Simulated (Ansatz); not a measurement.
Results of the Gaussian-basis code of Ansatz.

A structure relaxed at PBE0-D4/def2-TZVP, charge 0, multiplicity 1:

Cartesian coordinates in Å:
```
C 1.471 0.716 0.701
C 0.057 0.381 1.113
O -0.655 -0.201 0.051
Ti -1.317 -0.890 -1.396
F -1.790 -2.555 -1.087
F -0.099 -0.853 -2.662
F -2.717 0.044 -1.902
H 1.476 1.424 -0.129
H 2.003 1.166 1.542
H 2.009 -0.183 0.394
H -0.485 1.278 1.426
H 0.048 -0.327 1.948
```

Problem. Give its formula and SMILES.

Solution. C2H5F3OTi, `CC[O][Ti]([F])([F])[F]`.

Problem. Point group (tolerance 0.08 Å, 0.16 Å for H)?

Solution. Cs.

Problem. Summarise the bond lengths by kind.

Solution. 1 × C–C 1.510 Å; 5 × C–H 1.091 to 1.095 Å; 1 × C–O 1.404 Å; 1 × O–Ti 1.734 Å; 3 × F–Ti 1.757 to 1.758 Å.
